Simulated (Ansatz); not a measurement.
`C=NC(O)O` + `C[SeH]` → `C[Se]C(O)O` + `C=N`  (substitution at a C–N bond)

Gas-phase electronic energies from Ansatz, PBE0-D4/def2-TZVP geometries. CBS: MP2 limit from def2 TZ/QZ plus the TZ coupled-cluster correction, frozen cores. This one scheme is used for every species. DFT in def2-TZVPP. For Se outer-core shells are correlated without core-valence functions, which leaves a few kJ/mol of doubt a bond. Scalar relativity is left out up to krypton. One conformer a species, not always the lowest.

`C=NC(O)O`:

```xyz
10

C    -1.434   -0.674   -0.442
N    -0.398   -0.571    0.262
C     0.542    0.478   -0.056
O     0.628    1.329    1.037
O     1.748   -0.113   -0.405
H    -2.156   -1.458   -0.218
H    -1.657   -0.007   -1.283
H     0.244    1.098   -0.908
H     0.598    0.784    1.832
H     1.883   -0.866    0.182
```

`C[SeH]`:

Cartesian coordinates in Å:
```
C 0.405 -0.354 0.092
Se -0.756 1.152 0.517
H -0.176 -1.267 -0.014
H 1.086 -0.456 0.936
H 0.979 -0.152 -0.810
H -1.539 1.076 -0.722
```

`C[Se]C(O)O`:

Cartesian coordinates in Å:
```
C 1.096 1.422 -0.639
Se 0.056 -0.019 -1.419
C -0.864 -0.640 0.208
O 0.063 -0.648 1.244
O -1.416 -1.886 -0.039
H 1.714 1.823 -1.442
H 0.440 2.206 -0.263
H 1.724 1.032 0.157
H -1.707 0.023 0.422
H -0.411 -0.835 2.062
H -0.696 -2.478 -0.290
```

`C=N`:

Z-matrix (Å, degrees):
```
C
N 1 1.261
H 1 1.096 2 124.9
H 1 1.092 2 118.8 3 -180.0
H 2 1.021 1 111.0 3 -0.0
```

```json
{"level": "r2SCAN-D4", "ΔE (kcal/mol)": "5.3", "difference from CCSD(T)/CBS": "1.1"}
{"level": "r2SCAN0-D4", "ΔE (kcal/mol)": "5.8", "difference from CCSD(T)/CBS": "1.6"}
{"level": "BHLYP-D4", "ΔE (kcal/mol)": "5.6", "difference from CCSD(T)/CBS": "1.4"}
{"level": "B2PLYP", "ΔE (kcal/mol)": "5.1", "difference from CCSD(T)/CBS": "0.9"}
{"level": "PBE-QIDH", "ΔE (kcal/mol)": "5.6", "difference from CCSD(T)/CBS": "1.4"}
{"level": "PBE", "ΔE (kcal/mol)": "5.1", "difference from CCSD(T)/CBS": "0.9"}
{"level": "BLYP", "ΔE (kcal/mol)": "5.0", "difference from CCSD(T)/CBS": "0.8"}
{"level": "r2SCAN0", "ΔE (kcal/mol)": "5.9", "difference from CCSD(T)/CBS": "1.7"}
{"level": "LC-ωPBE", "ΔE (kcal/mol)": "6.3", "difference from CCSD(T)/CBS": "2.1"}
{"level": "MP2/def2-SVP", "ΔE (kcal/mol)": "8.2", "difference from CCSD(T)/CBS": "4.0"}
{"level": "CCSD/def2-SVP", "ΔE (kcal/mol)": "8.9", "difference from CCSD(T)/CBS": "4.7"}
{"level": "CCSD/def2-TZVPP", "ΔE (kcal/mol)": "5.2", "difference from CCSD(T)/CBS": "1.0"}
{"level": "MP2/def2-QZVPP", "ΔE (kcal/mol)": "3.8", "difference from CCSD(T)/CBS": "-0.4"}
{"level": "SCS-MP2/def2-QZVPP", "ΔE (kcal/mol)": "4.2", "difference from CCSD(T)/CBS": "0.0"}
{"level": "MP2/CBS(def2)", "ΔE (kcal/mol)": "3.5", "difference from CCSD(T)/CBS": "-0.7"}
{"level": "CCSD/CBS(def2)", "ΔE (kcal/mol)": "4.6", "difference from CCSD(T)/CBS": "0.4"}
{"level": "CCSD(T)/CBS", "ΔE (kcal/mol)": "4.2", "difference from CCSD(T)/CBS": "0"}
```

Largest T1 diagnostic among the species: 0.013.

From BLYP to BHLYP (50 % exact exchange), in def2-TZVPP and without D4, ΔE moves by +1.7 kcal/mol. In def2-TZVPP, CCSD(T) changes the Hartree–Fock value by −3.2 kcal/mol (the triples alone add −0.4 kcal/mol) and MP2 by −3.9 kcal/mol. Leaving LDA and LC-ωPBE aside and taking each functional with its dispersion term where it has one, the values, not all of them listed here, spread over 2.2 kcal/mol, from BLYP-D4 to CAM-B3LYP-D4. LDA lies +2.2 kcal/mol from PBE without D4.
